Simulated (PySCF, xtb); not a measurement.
(3Z)-3-methylpenta-1,3-diene (C6H10), SMILES C=C/C(C)=C\C.

The structure is a stationary point at PBE-D3(BJ)/def2-SVP. Other conformers were not sampled.

Method: C-PCM-B3LYP/def2-SVP in PySCF 2.14.0.

The values are the electrostatic part of the solvation free energy, E(continuum) − E(gas) at the gas-phase geometry, in a cavity of scaled van der Waals radii (PySCF's table); cavitation and dispersion terms are not included. In vacuum the orbital gap is 5.27 eV. The dipole moment in vacuum is 0.48 D.

Computed values in water (ε = 78.36), dichloromethane (ε = 8.93), ethanol (ε = 24.85):
```json
[
 {"solvent": "water", "ε": "78.36", "ΔG(elec) (kcal/mol)": "-1.9", "dipole (D)": "0.67", "gap (eV)": "5.27"},
 {"solvent": "dichloromethane", "ε": "8.93", "ΔG(elec) (kcal/mol)": "-1.7", "dipole (D)": "0.65", "gap (eV)": "5.27"},
 {"solvent": "ethanol", "ε": "24.85", "ΔG(elec) (kcal/mol)": "-1.8", "dipole (D)": "0.67", "gap (eV)": "5.27"}
]
```

For comparison, GFN2-xTB/ALPB(water) (xtb, at the GFN2-xTB geometry, all terms of that model) gives -0.7 kcal/mol.
